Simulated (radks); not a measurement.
Results of a calculation; reference values are marked as such.
Neutral tin inside a hard spherical wall (all orbitals vanish at R), configuration held at [Kr] 4d10 5s2 5p2 and not refilled when levels cross. Level of theory: scalar-relativistic Kohn-Sham, LDA (Slater exchange, VWN5 correlation), spin-polarised, spherical densities, finite nucleus; open shells are filled with parallel spins first (spin-orbit coupling, left out, can overturn this in heavy ions); Fermi nuclear charge, rms radius 4.6519 fm (a radial shooting solver on a logarithmic mesh with Libxc functionals). Eigenvalues in eV for spin up, with the zero of energy where the potential of the charges vanishes at infinity; a dash marks a level that is unbound or too diffuse for the functional's potential to be trusted. A positive occupied level is held by the wall or, in an anion where self-interaction has pushed it up, behind a barrier. The pressure on the wall is -dE/dV.

R (bohr)  E (hartree)  kinetic (hartree)    e(4p)    e(4d)    e(5s)   e(5p)  e(6s, empty)  e(5d, empty)  pressure (GPa)
free      -6171.74611           6441.697  -89.469  -25.863  -11.166  -4.244        -0.494             -               0
20        -6171.74611           6441.697  -89.469  -25.863  -11.166  -4.244        -0.483         0.634        < 0.0001
15        -6171.74611           6441.697  -89.468  -25.862  -11.165  -4.244        -0.412         0.857        < 0.0001
12        -6171.74605           6441.698  -89.462  -25.855  -11.160  -4.238        -0.192         1.162         0.00103
10        -6171.74558           6441.702  -89.421  -25.815  -11.128  -4.205         0.290         1.607          0.0135
5         -6171.59970           6442.448  -86.364  -22.852   -8.701  -0.953        15.237         9.976            16.8
4         -6171.21946           6444.032  -82.591  -19.262   -4.840   4.373        34.367        19.619             104
3.5       -6170.68462           6446.103  -79.003  -15.873   -0.308  10.409        54.086        29.434             296
3         -6169.45387           6450.700  -72.896  -10.051    8.898  22.198        89.389        46.965             972
2         -6156.29461           6496.869  -36.887   27.595   86.937  113.37        312.72        158.96           20500
1.5       -6116.95573           6620.745   30.198   103.52   272.63  312.11        725.28        369.00          161000
